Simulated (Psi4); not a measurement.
C₂H₇S (SMILES CC[SH2+]), charge +1, singlet, geometry from GFN2-xTB; CCSD(T)/3-21G (Psi4).

Psi4 was given this input:
```
memory 2 GB

molecule mol {
1 1
  C     1.531457    0.735647    0.106944
  C     0.027265    0.874685    0.068504
  S    -0.755234   -0.796382   -0.180043
  H    -1.991463   -0.508231    0.287499
  H    -0.370689    1.302383    0.986668
  H    -0.294463    1.465952   -0.788790
  H     1.968231    1.729639    0.178587
  H     1.863361    0.162843    0.969476
  H     1.914475    0.270997   -0.798133
  H    -0.358047   -1.343460    0.992691
}

set basis 3-21g
set reference rhf

energy('ccsd(t)')
print_variables()
```

Problem. Predict the main parts of the log of this Psi4 run.

Solution. 
```
   => Loading Basis Set <=

    Name: 3-21G
    Role: ORBITAL
    Keyword: BASIS

         ---------------------------------------------------------
                                   SCF
               by Justin Turney, Rob Parrish, Andy Simmonett
                          and Daniel G. A. Smith
                              RHF Reference
         ---------------------------------------------------------

  ==> Geometry <==

    Molecular point group: c1
    Full point group: C1

    Geometry (in Angstrom), charge = 1, multiplicity = 1:

       Center              X                  Y                   Z               Mass
    ------------   -----------------  -----------------  -----------------  -----------------
         C            1.574120611187     0.783781614018     0.135640810494    12.000000000000
         C            0.069928611187     0.922819614018     0.097200810494    12.000000000000
         S           -0.712570388813    -0.748247385982    -0.151346189506    31.972071174400
         H           -1.948799388813    -0.460096385982     0.316195810494     1.007825032230
         H           -0.328025388813     1.350517614018     1.015364810494     1.007825032230
         H           -0.251799388813     1.514086614018    -0.760093189506     1.007825032230
         H            2.010894611187     1.777773614018     0.207283810494     1.007825032230
         H            1.906024611187     0.210977614018     0.998172810494     1.007825032230
         H            1.957138611187     0.319131614018    -0.769436189506     1.007825032230
         H           -0.315383388813    -1.295325385982     1.021387810494     1.007825032230

  Running in c1 symmetry.

  Rotational constants: A =      0.86775  B =      0.17298  C =      0.15712 [cm^-1]
  Rotational constants: A =  26014.55892  B =   5185.89046  C =   4710.36975 [MHz]
  Nuclear repulsion =  116.501784630585206

  Charge       = 1
  Multiplicity = 1
  Electrons    = 34
  Nalpha       = 17
  Nbeta        = 17

  ==> Algorithm <==

  SCF Algorithm Type is PK.
  DIIS enabled.
  MOM disabled.
  Fractional occupation disabled.
  Guess Type is SAD.
  Energy threshold   = 1.00e-08
  Density threshold  = 1.00e-08
  Integral threshold = 1.00e-12

  ==> Primary Basis <==

  Basis Set: 3-21G
    Blend: 3-21G
    Number of shells: 31
    Number of basis functions: 45
    Number of Cartesian functions: 45
    Spherical Harmonics?: false
    Max angular momentum: 1

  ==> Integral Setup <==

  Using in-core PK algorithm.
   Calculation information:
      Number of atoms:                  10
      Number of AO shells:              31
      Number of primitives:             54
      Number of atomic orbitals:        45
      Number of basis functions:        45

      Integral cutoff                 1.00e-12
      Number of threads:                 1

  Performing in-core PK
  Using 1072260 doubles for integral storage.
  We computed 114772 shell quartets total.
  Whereas there are 123256 unique shell quartets.

  ==> DiskJK: Disk-Based J/K Matrices <==

    J tasked:                  Yes
    K tasked:                  Yes
    wK tasked:                  No
    Schwarz Cutoff:          1E-12

  Minimum eigenvalue in the overlap matrix is 1.6137510338E-02.
  Reciprocal condition number of the overlap matrix is 3.6012056662E-03.
    Using symmetric orthogonalization.

  ==> Pre-Iterations <==

  SCF Guess: Superposition of Atomic Densities via on-the-fly atomic UHF (no occupation information).

   -------------------------
    Irrep   Nso     Nmo
   -------------------------
     A         45      45
   -------------------------
    Total      45      45
   -------------------------

  ==> Iterations <==

                        Total Energy        Delta E     RMS |[F,P]|

   @RHF iter SAD:  -474.52761943041503   -4.74528e+02   0.00000e+00
   @RHF iter   1:  -474.56513732694731   -3.75179e-02   6.30784e-03 ADIIS/DIIS
   @RHF iter   2:  -474.62298211274066   -5.78448e-02   1.84371e-03 ADIIS/DIIS
   @RHF iter   3:  -474.62703298012872   -4.05087e-03   5.36954e-04 ADIIS/DIIS
   @RHF iter   4:  -474.62751772825146   -4.84748e-04   1.10273e-04 ADIIS/DIIS
   @RHF iter   5:  -474.62754837322029   -3.06450e-05   2.76101e-05 DIIS
   @RHF iter   6:  -474.62755022427575   -1.85106e-06   9.14566e-06 DIIS
   @RHF iter   7:  -474.62755040542362   -1.81148e-07   1.48637e-06 DIIS
   @RHF iter   8:  -474.62755041150791   -6.08429e-09   3.63272e-07 DIIS
   @RHF iter   9:  -474.62755041175097   -2.43062e-10   6.36564e-08 DIIS
   @RHF iter  10:  -474.62755041176109   -1.01181e-11   1.37111e-08 DIIS
   @RHF iter  11:  -474.62755041176086    2.27374e-13   2.40015e-09 DIIS
  Energy and wave function converged.

  ==> Post-Iterations <==

    Orbital Energies [Eh]
    ---------------------

    Doubly Occupied:

[...]
    Virtual:

[...]
      45A      2.081477

    Final Occupation by Irrep:
              A
    DOCC [    17 ]
    NA   [    17 ]
    NB   [    17 ]

  @RHF Final Energy:  -474.62755041176086

   => Energetics <=

    Nuclear Repulsion Energy =            116.5017846305852061
    One-Electron Energy =                -875.3237517677952155
    Two-Electron Energy =                 284.1944167254491163
    Total Energy =                       -474.6275504117608648

Computation Completed

Properties will be evaluated at   0.000000,   0.000000,   0.000000 [a0]

Properties computed using the SCF density matrix

 Multipole Moments:

 ------------------------------------------------------------------------------------
     Multipole            Electronic (a.u.)      Nuclear  (a.u.)        Total (a.u.)
 ------------------------------------------------------------------------------------

 L = 1.  Multiply by 2.5417464519 to convert [e a0] to [Debye]
 Dipole X            :         -3.5925608            2.8217757           -0.7707851
 Dipole Y            :         -3.2345902            3.1836490           -0.0509412
[...]

	Size of irrep 0 of tijab amplitudes:       0.227 (MW) /      1.813 (MB)
	Total:                                     0.227 (MW) /      1.813 (MB)

	Nuclear Rep. energy          =    116.50178463058521
	SCF energy                   =   -474.62755041176086
	One-electron energy          =   -875.32375189795505
	Two-electron energy          =    284.19441685560878
	Reference energy             =   -474.62755041176104

            **************************
            *                        *
            *        CCENERGY        *
            *                        *
            **************************

    Nuclear Rep. energy (wfn)     =  116.501784630585206
    SCF energy          (wfn)     = -474.627550411760865
    Reference energy    (file100) = -474.627550411761035

    Input parameters:
    -----------------
    Wave function   =     CCSD_T
    Reference wfn   =     RHF
    Brueckner       =     No
    Maxiter         =     50
    R_Convergence   =     1.0e-07
    E_Convergence   =     1.0e-06
    Restart         =     Yes
    DIIS            =     Yes
    AO Basis        =     NONE
    ABCD            =     NEW
    Cache Level     =     2
    Cache Type      =     LOW
    Print Level     =     1
    Num. of threads =     1
    # Amps to Print =     10
    Print MP2 Amps? =     No
    Analyze T2 Amps =     No
    Print Pair Ener =     No
    Local CC        =     No
    SCS-MP2         =     False
    SCSN-MP2        =     False
    SCS-CCSD        =     False

MP2 correlation energy -0.2552068395617741
                Solving CC Amplitude Equations
                ------------------------------
  Iter             Energy              RMS        T1Diag      D1Diag    New D1Diag    D2Diag
  ----     ---------------------    ---------   ----------  ----------  ----------   --------
     0        -0.255206839561774    0.000e+00    0.000000    0.000000    0.000000    0.108237
     1        -0.282040700520977    6.206e-02    0.004192    0.017581    0.017581    0.122527
     2        -0.295097645218296    2.293e-02    0.005322    0.021421    0.021421    0.132937
     3        -0.296148640442587    5.187e-03    0.005811    0.024034    0.024034    0.134638
     4        -0.296261196302538    1.600e-03    0.005911    0.024624    0.024624    0.135168
     5        -0.296272382271525    4.236e-04    0.005941    0.024856    0.024856    0.135224
     6        -0.296270253478562    1.244e-04    0.005949    0.024917    0.024917    0.135223
     7        -0.296269968953595    3.765e-05    0.005951    0.024931    0.024931    0.135221
     8        -0.296270135239303    1.212e-05    0.005952    0.024936    0.024936    0.135221
     9        -0.296269960782877    3.327e-06    0.005952    0.024937    0.024937    0.135220
    10        -0.296269907957509    1.028e-06    0.005952    0.024937    0.024937    0.135220
    11        -0.296269920358860    2.761e-07    0.005952    0.024937    0.024937    0.135220
    12        -0.296269930245179    9.445e-08    0.005952    0.024937    0.024937    0.135220

    Iterations converged.

    Largest TIA Amplitudes:
             16   2        -0.0110333945
             13   2        -0.0090186351
             12   0         0.0083714515
             14   2        -0.0081509557
             16  18         0.0080229447
             12   2        -0.0070473850
             16   0         0.0053347939
             15   0         0.0051857233
             15  17        -0.0051064145
             16  10        -0.0049534896

    Largest TIjAb Amplitudes:
     10  10   1   1        -0.0406028183
     13  13   8   8        -0.0315316879
     16  16   0   0        -0.0249508078
     14  14   1   1        -0.0245638346
     12  12   0   0        -0.0234460988
     15  15   7   7        -0.0226443904
     10  12   1   1        -0.0217782529
     12  10   1   1        -0.0217782529
     11  11   1   1        -0.0207045107
     11  14   1   1        -0.0190611672

    SCF energy       (wfn)                    = -474.627550411760865
    Reference energy (file100)                = -474.627550411761035

    Opposite-spin MP2 correlation energy      =   -0.206214213114146
    Same-spin MP2 correlation energy          =   -0.048992626447628
    Singles MP2 correlation energy            =   -0.000000000000000
    MP2 correlation energy                    =   -0.255206839561774
      * MP2 total energy                      = -474.882757251322801

    Opposite-spin CCSD correlation energy     =   -0.251878189577654
    Same-spin CCSD correlation energy         =   -0.044391740667525
    Singles CCSD correlation energy           =    0.000000000000000
    CCSD correlation energy                   =   -0.296269930245179
      * CCSD total energy                     = -474.923820342006195

            **************************
            *                        *
            *        CCTRIPLES       *
            *                        *
            **************************

    Wave function   =    CCSD_T
    Reference wfn   =      RHF

    Nuclear Rep. energy (wfn)                =  116.501784630585206
    SCF energy          (wfn)                = -474.627550411760865
    Reference energy    (file100)            = -474.627550411761035
    CCSD energy         (file100)            =   -0.296269930245179
    Total CCSD energy   (file100)            = -474.923820342006195

    Number of ijk index combinations:              969
    Approx. words needed per explicit thread:           87808
    Number of threads for explicit ijk threading:    1

    MKL num_threads set to 1 for explicit threading.

    (T) energy                                =   -0.006130612009352
      * CCSD(T) total energy                  = -474.929950954015567

  Variable Map:
  ----------------------------------------------------------------------------
[...]
  Array Variable Map:
  ----------------------------------------------------------------------------
[...]
[...]
```
